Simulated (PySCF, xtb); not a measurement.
GeOBr₂, SMILES [O]=[Ge]([Br])[Br].

Harmonic wavenumbers (cm⁻¹) from GFN2-xTB (xtb) at its own minimum, in rising order: 87, 127, 172, 234, 308, 913.

What does B3LYP-D3(BJ)/def2-SVP run with PySCF 2.14.0 give at its own minimum? (An estimate is asked for; the answer gives what the named calculation found.)

101, 160, 189, 278, 332, 979. Paired by order, the mean absolute difference is 33 cm⁻¹ and the zero-point energies are 2.6 and 2.9 kcal/mol.
